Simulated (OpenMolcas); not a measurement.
How basis sets differ on CH7NOSi (SMILES CO[SiH2]N)

The species is CH7NOSi (11 atoms), meant as a singlet with charge 0. SMILES: `CO[SiH2]N`. The shape is that of a PBE0-D4/def2-TZVP optimisation. This is one conformer, not always the lowest.

Each level gives the HOMO–LUMO gap (eV). The values are calculated.

```csv
level,kind,program,value (eV),CPU time
HF/ANO-RCC-MB (DKH2),Hartree–Fock,OpenMolcas,19.89,2.4 s
HF/STO-3G,Hartree–Fock,OpenMolcas,21.54,3.4 s
HF/3-21G,Hartree–Fock,OpenMolcas,16.61,4.5 s
"HF/ANO-R1 (sfX2C, RICD fitting)",Hartree–Fock,OpenMolcas,14.79,8.7 s
HF/cc-pVDZ,Hartree–Fock,OpenMolcas,15.98,14 s
```

The values span 14.79 to 21.54 eV. A Hartree–Fock LUMO above zero doesn't converge with the basis: it sinks as sets grow more diffuse. Orbital gaps aren't excitation energies. CPU times are rough (shared hosts, several kinds of processor and program).
